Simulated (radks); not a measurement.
Valence configurations of Hf III (all share [Xe]). Method: scalar-relativistic Kohn-Sham, BLYP, spin-polarised, spherical densities, point nucleus; open shells are filled with parallel spins first (spin-orbit coupling, left out, can overturn this in heavy ions); computed with a radial shooting solver on a logarithmic mesh with Libxc functionals. Energies are relative to 4f14 5d2; eigenvalues in eV for spin up.

valence               E (eV)  moment (Bohr magnetons)    e(4f)    e(5d)    e(6p)    e(6s)
4f14 5d1 6s1          -0.546                        2  -34.484  -18.923        -  -19.206
4f14 5d1.5 6s0.5      -0.338                        2  -33.093  -18.055        -  -18.607
4f14 5d2               0.000                        2  -31.745  -17.201        -        -
4f14 5d1 6p1           5.442                        2  -35.904  -19.984  -13.963        -
4f14 6p2              12.081                        2  -40.191        -  -15.449        -
4f13 5d3              17.227                        4  -40.267  -18.991        -        -
4f13 5d2 6s1          17.772                        4  -43.240  -20.877        -  -20.008
4f13 5d2 6p1          24.100                        4  -44.639  -21.969  -14.425        -
4f13 5d1.5 6s0.5 6p1  24.784                        4  -46.185  -22.920  -14.858  -21.378
4f12 5d2 6p2          58.626                        6  -58.598  -26.994  -16.318        -

NIST lists [Xe] 4f14 5d2 as the ground configuration; this level of theory puts 4f14 5d1 6s1 lower, by 0.546 eV. The energies are those of spherical high-spin densities, not of single terms.
